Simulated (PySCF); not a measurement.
## Electronic structure of Pd (palladium, neutral) at the r2SCAN level

Configuration: [Kr] 4d10, closed-shell 1S. Computed with PySCF 2.14 in def2-SVP with the def2 core potential (28 electrons) (5s3p2d1f, 31 functions), with scalar relativity through the core potential.

* Total energy: -127.8637 hartree
* One-electron energy: -227.9159 hartree
* Hartree (Coulomb) energy: 112.9712 hartree
* Exchange-correlation energy: -12.9190 hartree
* ⟨S²⟩: 0.0000
* ⟨L²⟩: 0.000
* Sum of ⟨r⟩: 24.06 bohr
* Sum of ⟨r²⟩: 40.36 bohr²
* Time after the integrals: 0.57 s of wall time on 1 thread of Neoverse-V2 (shared host)

| shell | electrons | mean orbital energy (hartree) | rms radius, mean of both spins (bohr) |
| --- | --- | --- | --- |
| 4s | 2 | -3.27762 | 1.01 |
| 4p | 6 | -1.96262 | 1.13 |
| 4d | 10 | -0.13411 | 1.75 |

Energies and moments cover only the electrons outside the core potential.
